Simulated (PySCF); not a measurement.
C₂HCl₂, SMILES [C](=CCl)Cl, multiplicity 2. Atoms are numbered in the order given.

```xyz
5

Cl    -0.3306     1.7953     0.0000
C      0.8867     0.6517     0.0000
C      0.9661    -0.6650     0.0000
Cl    -0.4365    -1.7206     0.0000
H      1.9239    -1.1895     0.0000
```
Charge 0, spin multiplicity 2.

Coordinates come from a B3LYP-D3(BJ)/def2-SVP optimisation. The isomer is the one that the SMILES or the coordinates give; other isomers of the formula were not compared.

The numbers are results of r2SCAN/def2-TZVPD (PySCF), not measurements.

Gas-phase values at a fixed geometry.

| Item | Result |
|---|---|
| total energy | -997.06268 hartree |
| point group | Cs |
| α spin, highest occupied and lowest empty level | -6.71 and -1.40 eV |
| β spin, highest occupied and lowest empty level | -6.52 and -3.85 eV |
| dipole moment | 0.163 e·Å |
| quadrupole, principal values (traceless, Buckingham form, about the centre of nuclear charge) | -2.69, -2.28, 4.97 D·Å |
| mean static polarisability | 55.5 bohr³ (8.23 Å³) |
| polarisability, principal values | 38.1, 51.6, 76.9 bohr³ |
| ⟨S²⟩ | 0.767 (pure state 0.75) |
